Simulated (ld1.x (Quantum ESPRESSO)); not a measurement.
## Which change was made? (Rb, TM)

Rb, norm-conserving Troullier–Martins (Kleinman–Bylander form), made with ld1.x (Quantum ESPRESSO) 7.5 (PBE, scalar-relativistic). Core [Kr], reference 4d0.5 5s0.5 5p0. Waves: 5s (bound): rc 3.40 bohr; 5p (bound, empty): rc 3.85 bohr; 4d (bound): rc 4.20 bohr. Local part: the d channel. Core correction: a·sin(br)/r model core inside 2.75 bohr.

Cutoffs, loose and tight: the cutoffs (Ry, on a coarse ladder) from which the occupation-weighted sum of valence levels, in a spherical-Bessel basis at the reference potential, stays within 10 and 1 mRy of its value at 400 Ry. They do not see the model core or the augmentation charge, which bear on the density cutoff. Test errors are all-electron minus pseudo excitation energies from the reference, over the configurations 4d0 5s1 5p0; 4d0 5s0.5 5p0; 4d0 5s0 5p1; 4d1 5s0 5p0; variants that change the core or the reference have their own tests.

The base gives: outcome: generated; cutoff, loose: 6 Ry; cutoff, tight: 8 Ry; bound ghosts: s; largest test error (meV): -4.4.

After one change the result is: outcome: generated; cutoff, loose: 6 Ry; cutoff, tight: 8 Ry; bound ghosts: s; largest test error (meV): +5.9. Which change was it?
A. core correction a·sin(br)/r model core inside 3.34 bohr
B. core correction none
C. core correction a·sin(br)/r model core inside 4.18 bohr

A. The others give: core correction a·sin(br)/r model core inside 4.18 bohr → outcome: generated; cutoff, loose: 6 Ry; cutoff, tight: 8 Ry; bound ghosts: s; largest test error (meV): +20 | core correction none → outcome: generated; cutoff, loose: 6 Ry; cutoff, tight: 8 Ry; bound ghosts: s; largest test error (meV): +57.
